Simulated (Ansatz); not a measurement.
Reactions of C3H6GeS (`[GeH3][CH]=C1CS1`).

Isolated molecules relaxed with PBE0-D4/def2-TZVP in Ansatz; ΔE leaves out vibrations. CBS: MP2 limit from def2 TZ/QZ plus the TZ coupled-cluster correction, frozen cores. This one scheme is used for every species. Double bonds are as drawn, so ΔE can hold a change between cis and trans. For Ge outer-core shells are correlated without core-valence functions, which leaves a few kJ/mol of doubt a bond. Scalar relativity is left out up to krypton. Each species was taken in one conformer, which may not be the lowest.

(1) Order these by ΔE at CCSD(T)/CBS, lowest first. (An estimate is asked.)
A. `[GeH3]/[CH]=C1\CS1` + `CBF` → `C[B](F)[GeH3]` + `C=C1CS1`
B. `[GeH3]/[CH]=C1\CS1` + `CCN[SiH2]Cl` → `CC[N]([GeH3])[SiH2]Cl` + `C=C1CS1`
C. `[GeH3]/[CH]=C1\CS1` + `NBS` → `NB[S][GeH3]` + `C=C1CS1`

Largest T1 diagnostic: 0.013, for `C[B](F)[GeH3]`.

## Answers

(1) C (-47.2 kJ/mol), B (-13.0 kJ/mol), A (+10.7 kJ/mol).
